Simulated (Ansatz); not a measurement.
**Worked example: C6H9N + GeH2Cl2 → C5H7N + GeH(CH3)Cl2**

Gas-phase species: C6H9N (2,5-dimethylpyrrole) `Cc1ccc(C)[nH]1`, singlet; GeH2Cl2 (dichlorogermane) `[Cl][GeH2][Cl]`, singlet; C5H7N (2-methyl-1H-pyrrole) `Cc1ccc[nH]1`, singlet; GeH(CH3)Cl2, singlet. The partners trade CH3 for H: C–CH3 and Ge–H bonds give way to C–H and Ge–CH3.

Shapes, held fixed at every level: PBE0-D4/def2-TZVP. Programs: Ansatz 0.2.0. The zero-point and thermal change to 298 K, harmonic and unscaled (PBE0-D4/def2-TZVP), is +4.1 kJ/mol.

At CCSD(T)/def2-TZVPP; 1 Eh = 2625.50 kJ/mol:

| species | energy (Eh) |
| --- | --- |
| C6H9N | -288.287311 |
| GeH2Cl2 | -2996.340557 |
| C5H7N | -249.042431 |
| GeH(CH3)Cl2 | -3035.599565 |

Problem. Work out ΔH(298 K) of the reaction at this level.

Solution. 
1. Products less reactants: (-249.042431) + (-3035.599565) − [(-288.287311) + (-2996.340557)] = -0.014128 Eh = -37.1 kJ/mol.
2. With the thermal change: -37.1 + (+4.1) = -33.0 kJ/mol.

Other levels give -32.5 (CCSD/def2-TZVPP) to -19.3 kJ/mol (HF/def2-SVP). No measured value is set beside it here. Relativity is left out for Ge. Outer-core shells of Ge are correlated, in sets that cover them unevenly.
